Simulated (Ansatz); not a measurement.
A nudged elastic band was laid between two geometries of AlH4OSe (7 atoms, charge 1, multiplicity 1).

All numbers below come from RKS PBE-D4/def2-SVP in Ansatz.

```yaml
movable_images: 7
climbing_image: yes
spring: 5.0 eV/Å²
optimiser: quadratic models (default)
start_path: through a guess of the saddle point
force_threshold: 0.03 eV/Å
iteration_limit: 60
end_points: relaxed
```

Initial state:

```xyz
7
Properties=species:S:1:pos:R:3
O -0.329 -0.177 -1.590
Se -0.613 -1.093 0.211
Al 0.507 0.477 1.616
H -1.197 0.026 -2.013
H 0.168 -0.770 -2.203
H 0.303 -0.213 3.034
H 1.160 1.750 0.945
```

Final state:

```xyz
7
Properties=species:S:1:pos:R:3
O -0.522 -0.507 -1.631
Se -0.720 -1.281 0.224
Al 0.437 0.381 1.502
H -0.986 0.353 -1.766
H 0.410 -0.425 -1.945
H 0.374 -0.076 3.018
H 1.008 1.555 0.598
```

(1) Which bonds break or form, and what moves?

(2) Give the energies along the band, and the barrier.

(3) What is the geometry of the highest image?

(4) What are the harmonic wavenumbers there?

## Answers

(1) No bond is made or broken. The height of O1 over the plane of its neighbours goes from -0.40 to 0.33 Å.

(2) It converged. The highest image is number 3 of 0 to 8, 0.127 eV above the first end and 0.037 eV above the last; the last end lies 0.090 eV above the first. A vibrational analysis at the climbing image gives one clearly imaginary mode, 468i cm⁻¹: a first-order saddle point. Limits of this set-up: the dipole of an ion depends on the origin.

```tsv
image	path coordinate (Å)	energy (eV)	height of O1 over the plane of its neighbours (Å)
0	0.00	0.000	-0.40
1	0.23	0.002	-0.39
2	0.46	0.059	-0.22
3	0.69	0.127	0.05
4	0.80	0.115	0.16
5	0.90	0.097	0.27
6	1.01	0.091	0.32
7	1.11	0.090	0.32
8	1.22	0.090	0.33
```

(3) 
```xyz
7
Properties=species:S:1:pos:R:3:forces:R:3
O -0.445 -0.424 -1.567 0.00 0.00 0.00
Se -0.674 -1.218 0.245 0.00 0.00 0.00
Al 0.450 0.435 1.564 0.00 0.00 0.00
H -1.065 0.243 -1.933 0.00 0.00 0.00
H 0.354 -0.582 -2.114 0.00 0.00 0.00
H 0.326 -0.108 3.051 0.00 0.00 0.00
H 1.053 1.654 0.754 0.00 0.00 0.00
```

(4) 468i, 87, 192, 252, 287, 380, 453, 521, 643, 717, 1493, 1909, 1960, 3602, 3727 cm⁻¹.

The run took 9.5 min on 1 CPU thread of a shared host.
